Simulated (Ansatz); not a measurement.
`C[SiH](F)Br` → HBr + `C[Si]F` at 298.15 K and 1 bar (silylene formation by 1,1-elimination).

Gas-phase electronic energies from Ansatz, PBE0-D4/def2-TZVP geometries. CCSD(T)/CBS adds triple-zeta CCSD(T) − MP2 to the extrapolated MP2 energy (def2 sets, frozen cores). This one scheme is used for every species. For Br outer-core shells are correlated without core-valence functions, which leaves a few kJ/mol of doubt a bond. Scalar relativity is left out up to krypton.

| species | CCSD(T)/CBS energy (Eh) | H − E (kJ/mol) | S (J/(mol·K)) |
| --- | --- | --- | --- |
| `C[SiH](F)Br` | -3002.78099 | 148.5 | 329.8 |
| HBr | -2573.91920 | 24.6 | 198.6 |
| `C[Si]F` | -428.74649 | 112.9 | 286.7 |

H − E and S are ideal-gas, rigid-rotor, harmonic terms from PBE0-D4/def2-TZVP, for one conformer and one mirror image of each species. 1 Eh = 2625.50 kJ/mol, R = 8.31446 J/(mol·K).

Problem. By hand: ΔE, ΔH, ΔS and ΔG.

Solution. ΔE = (-2573.91920) + (-428.74649) − (-3002.78099) = 0.11530 Eh = 302.7 kJ/mol. Δ(H − E) = 24.6 + 112.9 − 148.5 = -11.0, so ΔH = 291.7 kJ/mol. ΔS = 198.6 + 286.7 − 329.8 = 155.5 J/(mol·K). ΔG = 291.7 − 298.15 × (155.5)/1000 = 245.3 kJ/mol.

Problem. By hand: the equilibrium constant, and the temperature at which ΔG would vanish if ΔH and ΔS stayed fixed.

Solution. log₁₀ K = −ΔG/(RT ln 10) = -43.0. ΔG = 0 at ΔH/ΔS = 1876 K.

The number of gas molecules changes by +1, which sets the sign of ΔS. A doubt of 5 kJ/mol in ΔE shifts log₁₀ K by 0.9 here. Other conformers and mirror images would add mixing entropy, several J/(mol·K) or more a flexible species. These are equilibria of isolated gas molecules and say nothing of rates. Largest T1 diagnostic: 0.014 (customary marks: 0.02 for closed shells, 0.045 for open ones).
